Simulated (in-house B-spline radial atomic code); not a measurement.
Results of a calculation; reference values are marked as such.
# Te in an electron gas of r_s = 3.6: phase shifts, screening and friction

A nucleus sits in a uniform electron gas with a rigid positive background. The Kohn-Sham equations are solved self-consistently in the spin-unpolarised LDA (PW92), non-relativistic, on B-splines with outgoing waves at the boundary and partial waves to l = 8. The model has no lattice, no bands and no magnetic solution. Atomic units; δ_l are the phase shifts at the Fermi level, counted so that each bound state adds π, and good to about 0.0005.

The density parameter is r_s = 3.6 bohr.

```csv
l,δ_l (rad)
0,14.3303
1,11.6425
2,6.4627
3,0.0172
4,-0.0004
5,0.0001
6,0.0001
7,0.0003
8,0.0002
```

Bound levels below the band bottom (hartree): s -5.29, p -3.817, d -1.327, s -0.275, p -0.01434 and deeper ones.

**Question.** Check the Friedel sum rule, and say where the screening charge sits.

**Answer.** k_F = (9π/4)^(1/3)/r_s = 0.53310. The rule is Z = (2/π) Σ (2l + 1) δ_l. The terms are s 9.123, p 22.236, d 20.571, f 0.077 and 0.004 beyond, in all 52.011 against Z = 52. Bound states hold 10 s, 24 p, 20 d electrons, so the scattering states carry -1.99 in all; where a term is smaller than its bound count, the bound level has drawn weight out of the band.

**Question.** Find the transport cross section and the electronic stopping of a 2 keV Te ion (mass 127.6 u).

**Answer.** σ_tr = (4π/k_F²) Σ (l + 1) sin²(δ_l − δ_(l+1)). The terms for l = 0 to 3 are 0.1922, 1.5940, 0.0783, 0.0012, all together 1.8657, so σ_tr = 44.217 × 1.8657 = 82.497 bohr². With n = 3/(4π r_s³) = 0.005117, the friction coefficient is Q = n k_F σ_tr = 0.2250. For v well below v_F = 0.533, dE/dx = Q v; with 24801 eV per u at v = 1, v = √(2000/(24801 × 127.6)) = 0.0251, so dE/dx = 0.00566 hartree/bohr = 2.91 eV/nm. The largest term couples the p and d waves.
